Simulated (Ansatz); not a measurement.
Stepwise reaction of `[F][GaH][F]` with hydrogen chloride, as a gas-phase model of exchange steps in deposition or etching. ΔE in kJ/mol; ΔG adds harmonic PBE0-D4 terms to CCSD(T)/CBS, at 1 bar.

Isolated molecules relaxed with PBE0-D4/def2-TZVP in Ansatz; ΔE leaves out vibrations. CCSD(T)/CBS adds triple-zeta CCSD(T) − MP2 to the extrapolated MP2 energy (def2 sets, frozen cores). This one scheme is used for every species. Functionals use def2-TZVPP. B3LYP here is the variant with VWN-RPA as its local correlation; programs differ in this. For Ga outer-core shells are correlated without core-valence functions, which leaves a few kJ/mol of doubt a bond. Scalar relativity is left out up to krypton.

| step | reaction | PBE-D4 | B3LYP-D4 | ωB97M-V | CCSD(T)/CBS | ΔG(600 K) |
| --- | --- | --- | --- | --- | --- | --- |
| 1 | `[F][GaH][F]` + HCl → `[F][GaH][Cl]` + H–F | -30.4 | -28.6 | -29.8 | -34.6 | -31.6 |

Question: Give the row of step 2, `[F][GaH][Cl]` + HCl → `[Cl][GaH][Cl]` + H–F. (Best estimate.)

Answer: Ansatz gave: 
| step | reaction | PBE-D4 | B3LYP-D4 | ωB97M-V | CCSD(T)/CBS | ΔG(600 K) |
| --- | --- | --- | --- | --- | --- | --- |
| 2 | `[F][GaH][Cl]` + HCl → `[Cl][GaH][Cl]` + H–F | -29.8 | -28.2 | -29.2 | -34.8 | -24.8 |

Question: By hand: ΔE of the 2 steps together at CCSD(T)/CBS.

Answer: (-34.6) + (-34.8) = -69.4 kJ/mol, or -34.7 kJ/mol a step.

In ΔE the steps differ by no more than 0.2 kJ/mol. All are downhill at CCSD(T)/CBS. ΔG lies between -31.6 and -24.8 kJ/mol a step. PBE-D4 differs from CCSD(T)/CBS by 4.2 to 5.0 kJ/mol a step. Isolated molecules leave out the surface, adducts and barriers. Largest T1 diagnostic: 0.015.
